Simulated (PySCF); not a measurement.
## Energy of Kr⁺ (krypton, charge +1) between two integer charges

The 4p beta orbital of [Ar] 3d10 4s2 4p5 is emptied in steps (occupation f), with all orbitals relaxed, ending at [Ar] 3d10 4s2 4p4. All numbers are calculated (PySCF 2.14, scalar relativity through the core potential, in aug-cc-pVTZ-PP with ECP10MDF (6s5p4d2f, 55 functions)). The exact energy is a straight line in f; departures are measured from the line between the end points of the same method.

| f | UHF (eV) | LDA (eV) | PBE (eV) | PBE0 (eV) | r2SCAN (eV) | LC-wPBE (eV) | BHandHLYP (eV) | wB97X (eV) | TPSS (eV) | B3LYP (eV) |
| --- | --- | --- | --- | --- | --- | --- | --- | --- | --- | --- |
| 1 | 0.000 | 0.000 | 0.000 | 0.000 | 0.000 | 0.000 | 0.000 | 0.000 | 0.000 | 0.000 |
| 0.75 | 0.179 | -1.021 | -0.985 | -0.699 | -0.920 | -0.155 | -0.434 | -0.243 | -0.962 | -0.778 |
| 0.5 | 0.232 | -1.365 | -1.312 | -0.929 | -1.208 | -0.203 | -0.583 | -0.336 | -1.278 | -1.040 |
| 0.25 | 0.170 | -1.025 | -0.981 | -0.694 | -0.886 | -0.149 | -0.442 | -0.265 | -0.953 | -0.781 |
| 0 | 0.000 | 0.000 | 0.000 | 0.000 | 0.000 | 0.000 | 0.000 | 0.000 | 0.000 | 0.000 |

```json
{"method": "UHF", "E(f=0) − E(f=1) (eV)": "23.240", "−ε at f=1 (eV)": "24.220", "−ε at f=0.5 (eV)": "23.216"}
{"method": "LDA", "E(f=0) − E(f=1) (eV)": "24.552", "−ε at f=1 (eV)": "19.126", "−ε at f=0.5 (eV)": "24.543"}
{"method": "PBE", "E(f=0) − E(f=1) (eV)": "24.255", "−ε at f=1 (eV)": "19.001", "−ε at f=0.5 (eV)": "24.266"}
{"method": "PBE0", "E(f=0) − E(f=1) (eV)": "24.308", "−ε at f=1 (eV)": "20.573", "−ε at f=0.5 (eV)": "24.323"}
{"method": "r2SCAN", "E(f=0) − E(f=1) (eV)": "24.397", "−ε at f=1 (eV)": "19.445", "−ε at f=0.5 (eV)": "24.488"}
{"method": "LC-wPBE", "E(f=0) − E(f=1) (eV)": "24.382", "−ε at f=1 (eV)": "23.547", "−ε at f=0.5 (eV)": "24.396"}
{"method": "BHandHLYP", "E(f=0) − E(f=1) (eV)": "24.293", "−ε at f=1 (eV)": "21.991", "−ε at f=0.5 (eV)": "24.274"}
{"method": "wB97X", "E(f=0) − E(f=1) (eV)": "24.312", "−ε at f=1 (eV)": "23.047", "−ε at f=0.5 (eV)": "24.255"}
{"method": "TPSS", "E(f=0) − E(f=1) (eV)": "24.307", "−ε at f=1 (eV)": "19.174", "−ε at f=0.5 (eV)": "24.330"}
{"method": "B3LYP", "E(f=0) − E(f=1) (eV)": "24.418", "−ε at f=1 (eV)": "20.278", "−ε at f=0.5 (eV)": "24.410"}
```

Orbital energy along the path (eV):

```csv
f,UHF,LDA,PBE,PBE0,r2SCAN,LC-wPBE,BHandHLYP,wB97X,TPSS,B3LYP
1,-24.220,-19.126,-19.001,-20.573,-19.445,-23.547,-21.991,-23.047,-19.174,-20.278
0.75,-23.697,-21.818,-21.629,-22.450,-21.988,-23.976,-23.123,-23.636,-21.750,-22.335
0.5,-23.216,-24.543,-24.266,-24.323,-24.488,-24.396,-24.274,-24.255,-24.330,-24.410
0.25,-22.770,-27.283,-26.886,-26.173,-26.848,-24.794,-25.451,-24.951,-26.876,-26.496
0,-22.356,-30.014,-29.465,-27.983,-29.018,-25.144,-26.679,-25.836,-29.345,-28.592
```

Reference removal energy between the ground levels: 24.360 eV (measured; NIST Atomic Spectra Database, ionization energies). The calculation has no spin-orbit coupling. UHF lacks correlation.
